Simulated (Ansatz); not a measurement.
`Cl[SiH2]Br` + `S[SiH](Cl)Cl` → `Cl[SiH2]S[SiH](Cl)Cl` + HBr  (ligand exchange at the Si–Br bond)

Calculated with Ansatz (gas phase, PBE0-D4/def2-TZVP geometries, no zero-point term in ΔE). CCSD(T)/CBS adds triple-zeta CCSD(T) − MP2 to the extrapolated MP2 energy (def2 sets, frozen cores). Functionals use def2-TZVPP. B3LYP here is the variant with VWN-RPA as its local correlation; programs differ in this. For Br outer-core shells are correlated without core-valence functions, which leaves a few kJ/mol of doubt a bond. Scalar relativity is left out up to krypton. One conformer a species, not always the lowest.

```tsv
level	ΔE (kJ/mol)	difference from CCSD(T)/CBS
PBE-D4	21.6	-6.5
B3LYP-D4	23.0	-5.1
ωB97X-V	28.3	0.2
ωB97M-V	28.0	-0.1
PBE	30.9	2.8
PBE0	32.6	4.5
B3LYP	37.7	9.6
SCS-MP2/def2-QZVPP	29.9	1.8
HF/CBS(def2)	46.5	18.4
MP2/CBS(def2)	26.8	-1.3
CCSD(T)/CBS	28.1	0
```

Largest T1 diagnostic among the species: 0.010.

The D4 term adds −14.7 kJ/mol with B3LYP and −8.7 kJ/mol with PBE0; it sums over pairs of atoms, weighted by their polarisabilities, and B3LYP, whose exchange is more repulsive, gets the larger term. In def2-TZVPP, CCSD(T) changes the Hartree–Fock value by −19.2 kJ/mol (the triples alone add −3.7 kJ/mol) and MP2 by −20.5 kJ/mol.
